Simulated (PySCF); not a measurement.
F2H2OSSi. Atoms are numbered in the order given.

```xyz
7

O      0.1747     1.6671     0.5566
Si    -0.2456     0.2210    -0.0757
F     -0.4870     0.2846    -1.6621
F     -1.6740    -0.2022     0.5381
S      1.2801    -1.1766     0.2815
H     -0.5277     2.3057     0.7182
H      1.5358    -0.6513     1.5002
```
Charge 0, spin multiplicity 1.

Coordinates come from a PBE0-D3(BJ)/def2-SVP optimisation. Other conformers were not sampled.

Method: B3LYP/pcSseg-1 in PySCF.

GIAO shieldings, no solvent; atoms listed in one row are averaged. δ = σ(ref) − σ: ¹⁷O against H2O (σ = 333.8 ppm); ²⁹Si against TMS (σ = 338.7 ppm); ¹⁹F against CFCl3 (σ = 161.7 ppm); ³³S against H2S (σ = 695.8 ppm); ¹H against TMS (σ = 31.68 ppm), references at their B3LYP-D3(BJ)/def2-TZVP geometries, non-relativistic.

Computed chemical shifts:
| nucleus | atoms | count | δ (ppm) |
|---|---|---|---|
| ¹⁷O | O1 | 1 | 65.5 |
| ²⁹Si | Si2 | 1 | -41.9 |
| ¹⁹F | F4 | 1 | -133.9 |
| ¹⁹F | F3 | 1 | -138.1 |
| ³³S | S5 | 1 | -17.3 |
| ¹H | H6 | 1 | 2.76 |
| ¹H | H7 | 1 | 1.10 |
